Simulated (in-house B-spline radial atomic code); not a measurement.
## Cu⁶⁺: [Ar] 3d5

Method: Dirac-Kohn-Sham LDA PW92, spherical fractional occupations, Fermi nucleus of rms radius 3.8823 fm. Calculated with a radial B-spline atomic code at the basis-set limit.

Z_r = [3n² - l(l+1)]/(2<r>); Z_e = n√(-2ε); the last column is Slater's effective charge. Values are occupation-weighted means over j.

```json
{"shell": "1s", "electrons": "2", "ε (eV)": "-8960.1", "<r> (bohr)": "0.05221", "Z_r": "28.73", "Z_e": "25.66", "Slater": "28.70"}
{"shell": "2s", "electrons": "2", "ε (eV)": "-1192.1", "<r> (bohr)": "0.2354", "Z_r": "25.49", "Z_e": "18.72", "Slater": "24.85"}
{"shell": "2p", "electrons": "6", "ε (eV)": "-1048.1", "<r> (bohr)": "0.2065", "Z_r": "24.21", "Z_e": "17.55", "Slater": "24.85"}
{"shell": "3s", "electrons": "2", "ε (eV)": "-235.73", "<r> (bohr)": "0.6845", "Z_r": "19.72", "Z_e": "12.49", "Slater": "17.75"}
{"shell": "3p", "electrons": "6", "ε (eV)": "-192.5", "<r> (bohr)": "0.7019", "Z_r": "17.81", "Z_e": "11.28", "Slater": "17.75"}
{"shell": "3d", "electrons": "5", "ε (eV)": "-122.21", "<r> (bohr)": "0.7276", "Z_r": "14.43", "Z_e": "8.99", "Slater": "9.60"}
```

The least bound orbital is 3d5/2 at -122 eV, and it is also the most diffuse (<r> = 0.7286 bohr).

Spin-orbit splittings of the orbital energies (j = l + 1/2 above j = l - 1/2 when positive): 2p 20.43 eV, 3p 2.939 eV, 3d 0.4278 eV.

For the 1s electron the small component carries 1.09 % of the norm, the zero-frequency Breit interaction raises the level by 11.82 eV, self-energy by 5.973 eV, and vacuum polarisation lowers it by 0.5425 eV.
